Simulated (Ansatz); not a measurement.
Reactions of `BC(=C)[SiH2]C`.

Calculated with Ansatz (gas phase, PBE0-D4/def2-TZVP geometries, no zero-point term in ΔE). CCSD(T)/CBS adds triple-zeta CCSD(T) − MP2 to the extrapolated MP2 energy (def2 sets, frozen cores). This one scheme is used for every species, atoms too. DFT in def2-TZVPP. B3LYP here is the variant with VWN-RPA as its local correlation; programs differ in this. Open shells (•) are unrestricted, without spin–orbit coupling. Spin–orbit coupling would lower the free atoms: a little for B, C, Si. Each species was taken in one conformer, which may not be the lowest.

```
                                       reaction  CCSD(T)/CBS(def2) (kcal/mol)
       `BC(=C)[SiH2]C` → B• + 3 C• + 9 H• + Si•                        1251.5
`BC(=C)[SiH2]C` + `OCO` → `C[SiH2]OCO` + `BC=C`                             ?
  `BC(=C)[SiH2]C` + H₂S → `BC(=C)S` + `C[SiH3]`                           8.6
         `BC(=C)[SiH2]C` → `BC(=C)C` + `[SiH2]`                          64.6
```

Fill in the missing values. (An estimate is asked.)

The calculation gave: `BC(=C)[SiH2]C` + `OCO` → `C[SiH2]OCO` + `BC=C`: -21.4 kcal/mol.

Largest T1 diagnostic: 0.014, for `[SiH2]`.
